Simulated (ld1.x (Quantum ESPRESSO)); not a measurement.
# Reading a pseudo-wave (Li)

Columns: radius, all-electron u(r) and pseudo u(r) of the 2p shell (level -3.35 eV) of lithium in the configuration [He] 2s0.5 2p0; revPBE, scalar-relativistic, TM scheme, ld1.x (Quantum ESPRESSO) 7.5.

```tsv
r (bohr)	all-electron	pseudo
0.210	0.0207	0.0082
0.420	0.0642	0.0323
0.630	0.1155	0.0702
0.840	0.1680	0.1190
1.050	0.2187	0.1747
1.260	0.2660	0.2332
1.470	0.3089	0.2902
1.680	0.3462	0.3423
1.890	0.3781	0.3869
2.100	0.4065	0.4227
2.310	0.4319	0.4496
2.520	0.4527	0.4682
2.730	0.4682	0.4798
2.940	0.4784	0.4857
3.150	0.4833	0.4871
3.360	0.4834	0.4849
3.570	0.4792	0.4796
3.780	0.4716	0.4717
3.990	0.4612	0.4612
4.200	0.4487	0.4487
4.410	0.4346	0.4346
4.620	0.4194	0.4194
4.830	0.4034	0.4034
5.040	0.3869	0.3869
5.250	0.3701	0.3701
5.460	0.3531	0.3531
```

Problem. How many radial nodes do the two functions have?

Solution. The all-electron 2p function has n − l − 1 = 0; the pseudo-wave has 0.

Problem. At about which radius was the pseudo-wave matched?

Solution. 4.20 bohr. The columns agree to 0.0005 from 3.57 bohr on; several derivatives are matched, so the curves merge somewhat inside the radius.

Problem. Where does each function peak?

Solution. Outermost all-electron maximum near 3.36 bohr, pseudo maximum near 3.15 bohr (to the table’s step).

Problem. Is the pseudo-wave norm-conserving?

Solution. Yes: the TM scheme keeps the norm inside the radius equal to the all-electron one, which fixes the energy derivative of the logarithmic derivative at the level.
